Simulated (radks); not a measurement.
Polarisability of the lead ion Pb2+, [Hg], at imaginary frequency. All-electron calculation, scalar-relativistic Kohn-Sham, LDA (Slater exchange, Perdew-Wang correlation), spin-polarised, spherical densities, finite nucleus; Fermi nuclear charge, rms radius 5.5012 fm. Program: a radial shooting solver on a logarithmic mesh with Libxc functionals. Response by self-consistent Sternheimer equations with the Hartree and adiabatic LDA kernel, the relativistic mass of each level held fixed and spin-orbit coupling left out.

| w (hartree) | alpha1(iw) (bohr^3) | alpha2(iw) (bohr^5) |
|---|---|---|
| 0.00266 | 12.95 | 44.11 |
| 0.0143 | 12.94 | 44.09 |
| 0.0360 | 12.89 | 44.02 |
| 0.0697 | 12.74 | 43.79 |
| 0.118 | 12.37 | 43.20 |
| 0.186 | 11.64 | 41.95 |
| 0.280 | 10.42 | 39.53 |
| 0.413 | 8.753 | 35.39 |
| 0.605 | 6.882 | 29.27 |
| 0.892 | 5.084 | 21.75 |
| 1.35 | 3.498 | 14.28 |
| 2.12 | 2.152 | 8.162 |
| 3.59 | 1.094 | 3.880 |
| 6.94 | 0.4156 | 1.344 |
| 17.5 | 0.1009 | 0.2526 |

Static values: alpha1 = 12.95 bohr^3 (1.919 angstrom^3; uncoupled 25.32), alpha2 = 44.11 bohr^5, alpha3 = 350.7 bohr^7. C6 = 89.96, C8 = 1720, triple-dipole C9 = 780.9 atomic units. One-pole (London) frequency 4 C6 / (3 alpha1^2) = 0.715 hartree, against 1.024 for minus the highest occupied eigenvalue.
